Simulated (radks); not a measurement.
The numbers below are computed, except where a source is named.
Question: Species: the osmium ion Os+. Configuration: [Xe] 4f14 5d6 6s1 (the NIST ground configuration). Code: a radial shooting solver on a logarithmic mesh with Libxc functionals. Model: scalar-relativistic Kohn-Sham, PBE, spin-unpolarised, spherical densities, finite nucleus; Fermi nuclear charge, rms radius 5.4126 fm. Some entries of the table are withheld. Estimate them.

orbital  occ.  eigenvalue (hartree)  <r> (bohr)  <1/r> (bohr^-1)
1s          2             -2714.089     0.01774            90.42
2s          2             -472.9595     0.07491            21.17
2p          6             -411.9819     0.06728            19.05
3s          2             -110.2930      0.1939            7.845
3p          6                   (1)      0.1945            7.212
3d         10             -72.33526      0.1762            6.804
4s          2             -23.50755      0.4319            3.345
4p          6             -17.62975      0.4594              (2)
4d         10             -10.32304      0.4890            2.707
5s          2              -3.65842       1.006            1.335
4f         14              -2.20560      0.5566            2.241
5p          6              -2.16534       1.170            1.127
5d          6              -0.51966       1.754           0.7477
6s          1                   (3)       2.781           0.4552

Answer: 
(1) 3p eigenvalue (hartree): -92.37893
(2) 4p <1/r> (bohr^-1): 3.033
(3) 6s eigenvalue (hartree): -0.48275
